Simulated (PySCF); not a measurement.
**Computed structure and properties of [Tb(NH2)2]+**

System: [Tb(NH2)2]+ (singlet in the valence; each metal's 4f electrons, 8 of them, lie in its core potential, out of spins and levels); start: displaced along the imaginary mode (Cs). Method: PySCF 2.14.0, RKS PBE0, Tb lcecp-1-SVP with ECP54, N def2-SVP, H def2-SVP; non-relativistic Hamiltonian with scalar-relativistic core potentials where named; density fitting; no spin-orbit coupling.

Input of the relaxation:

```python
mol = gto.M(atom='''
Tb     0.00000    -0.00363    -0.20857
N      1.73608     0.02307     0.97527
H      2.29796    -0.82703     1.24766
H      1.99788     0.79273     1.64613
N     -1.73608     0.02307     0.97527
H     -1.99788     0.79273     1.64613
H     -2.29796    -0.82703     1.24766''',
    basis={'Tb': 'lcecp-1-SVP', 'N': 'def2-SVP', 'H': 'def2-SVP'},
    ecp={'Tb': 'lcecp-1-SVP'},
    charge=1, spin=0)
mf = dft.RKS(mol, xc='PBE0')
mf.grids.atom_grid = (50, 194)  # f atoms: unpruned, at least (60, 302)
mf = mf.density_fit()  # fitting sets: Tb AutoAux, N def2-universal-JKFIT, H def2-universal-JKFIT
mf.conv_tol = 1e-08; mf.max_cycle = 55
mf.kernel(dm0)  # dm0: converged density of the start geometry
# quasi-Newton relaxation in Cartesian coordinates to a largest gradient under 0.00045 Eh/bohr, steps kept in the point group
```

Run from Python with OMP_NUM_THREADS=2; the lines above give its settings. Where DIIS fails, smearing, a level shift and second-order steps follow.
It took 87 s on 2 threads of Intel(R) Xeon(R) Platinum 8259CL CPU @ 2.50GHz (Skylake/Cascade Lake), on a shared host, from the converged density of the start.

Course of the relaxation:

| step | energy above end (eV) | largest force component within the symmetry (eV/Å) |
| --- | --- | --- |
| 0 | 0.5330 | 1.151 |
| 1 | 0.3937 | 0.251 |
| 2 | 0.2961 | 0.660 |
| 3 | 0.2620 | 1.215 |
| 4 | 0.1707 | 0.474 |
| 5 | 0.1361 | 0.788 |
| 6 | 0.0792 | 0.343 |
| 7 | 0.0544 | 0.445 |
| 12 | 0.0031 | 0.242 |
| 13 | 0.0010 | 0.052 |
| 14 | 0.0007 | 0.032 |
| 15 | 0.0002 | 0.012 |
| 16 | 0.0001 | 0.021 |
| 17 | 0.0000 | 0.016 |
(The steps between are left out.)

Relaxed geometry (C2v):

```xyz
7

Tb    0.0000   -0.7899    0.0295
N     1.6550   -0.0334    1.0397
H     2.6517   -0.1616    0.8507
H     1.5996    0.5769    1.8597
N    -1.6550   -0.0334    1.0397
H    -1.5996    0.5769    1.8597
H    -2.6517   -0.1616    0.8507
```

```tsv
contact	Å
Tb1–N2 (NH2)	2.081
Tb1–N5 (NH2)	2.081
```

On the finer grid (75, 302):

```json
{
 "HOMO": "-11.63 eV",
 "LUMO": "-6.64 eV",
 "Dipole about the centre of mass": "2.82 D",
 "Set of Mulliken populations of Tb1 outside the core potential": "s 2.21, p 6.15, d 1.37, f 0.05",
 "D3(BJ) dispersion energy (not in the energies)": "-0.093 eV"
}
```

```json
{"atom": "Tb1", "Mulliken (e)": "1.21", "Löwdin (e)": "1.03", "spin (e)": "0.00"}
{"atom": "N2", "Mulliken (e)": "-0.47", "Löwdin (e)": "-0.23", "spin (e)": "0.00"}
{"atom": "H3", "Mulliken (e)": "0.18", "Löwdin (e)": "0.11", "spin (e)": "0.00"}
{"atom": "H4", "Mulliken (e)": "0.19", "Löwdin (e)": "0.11", "spin (e)": "0.00"}
{"atom": "N5", "Mulliken (e)": "-0.47", "Löwdin (e)": "-0.23", "spin (e)": "0.00"}
{"atom": "H6", "Mulliken (e)": "0.19", "Löwdin (e)": "0.11", "spin (e)": "0.00"}
{"atom": "H7", "Mulliken (e)": "0.18", "Löwdin (e)": "0.11", "spin (e)": "0.00"}
```

The 4f levels lie in the core potential and are missing. Their spin isn't counted.

On the grid (50, 194), as all that follows. Harmonic modes: a minimum; lowest 135 cm⁻¹ (negative: unstable), highest 3604 cm⁻¹, zero-point energy 1.314 eV.

Taking off one NH2 (charge -1, singlet; the rest: singlet) in vacuum, both parts rigid, costs 17.06 eV; the small basis without counterpoise inflates it. Most of it is the attraction of opposite charges; other ways to part are cheaper, and one spin state was tried for the rest.

Rigid scan of NH2 along the line from its metal:

```csv
distance to N2 (Å),energy (eV)
1.78,1.376
1.88,0.530
1.98,0.115
2.08,0.000
2.18,0.090
2.28,0.318
2.48,1.004
2.78,2.223
3.18,3.719
3.68,5.002
```

One start shape was tried, so this needn't be the lowest isomer.

An lcecp potential fixes the number of 4f electrons, so in runs with it no electron can move into or out of that shell.
